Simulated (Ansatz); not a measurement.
Species: CH₆OSi₂, SMILES `OC(=[SiH2])[SiH3]` (H–O–C–Si torsion 161°) (charge 0, multiplicity 1).

Question: Give a relaxed geometry from B3LYP-D3(BJ)/def2-TZVP (Ansatz, a program for electronic structure).

Answer: Several could match; the one computed here: the end point of this relaxation, one of several conformers (outside a Z-matrix the atoms follow the SMILES, hydrogens last).
Z-matrix (Å, degrees):
```
C
O 1 1.3864
H 2 0.9643 1 110.38
Si 1 1.7333 2 121.23 3 160.64
H 4 1.4684 1 117.89 2 173.54
H 4 1.4734 5 117.63 1 170.27
Si 1 1.8637 2 118.73 3 -19.60
H 7 1.4781 1 109.72 2 173.92
H 7 1.4856 8 110.01 1 -122.80
H 7 1.4889 8 110.15 9 -117.19
```
